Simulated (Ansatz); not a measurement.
The cluster Li3Cl2, relaxed as a quartet with UKS PBE0-D4/def2-TZVP in Ansatz, starting from the PBE0-D4/def2-TZVP geometry of the neutral doublet. Force threshold 0.02 eV/Å.

In the quartet, Cl4 and Cl5 lie 2.59 Å apart (atoms count from 1), so these atoms are partly bonded to each other. The relaxation made no stability test and no search for a lower SCF solution. At PBE0-D4/def2-TZVP a doublet of charge 0 lies 5.09 eV below the quartet, each at its own geometry. The structure comes from a short search, and lower isomers may exist.

Start:

Cartesian coordinates in Å:
```
Li 0.4257 -1.3543 -1.5053
Li -1.5587 0.9056 -1.0156
Li 0.5666 0.2244 1.2604
Cl -1.0615 1.6438 0.9620
Cl 1.6279 -1.4196 0.2985
```

Task: Estimate the energy that the relaxation releases and the steps that it takes.

Result: 179.4 kJ/mol, in 37 steps; 53 s on 4 threads of Arm Neoverse V1 on a shared host. The force fell under the threshold at step 21, but the optimiser went on and released 0.128 eV more. No frequencies were taken in this run, so the end may be a saddle point.

Task: Does the start keep its bonding and symmetry?

Result: Bonds lost: Li1–Cl5 (atoms count from 1). Bonds formed: Li2–Cl5 (atoms count from 1). Point group C2v at the start, Cs at the end, both within 0.05 Å.

Task: Predict the relaxed structure.

Result: 
```xyz
5

Li    1.497    0.152   -2.077
Li   -1.283   -0.140   -0.908
Li    1.259    0.132    0.943
Cl   -0.870    1.218    1.011
Cl   -0.603   -1.362    1.031
```
Bond lengths (bridged metal pairs left out): 4 × Cl–Li 2.39 Å; 2 × Li–Li 3.03 Å.
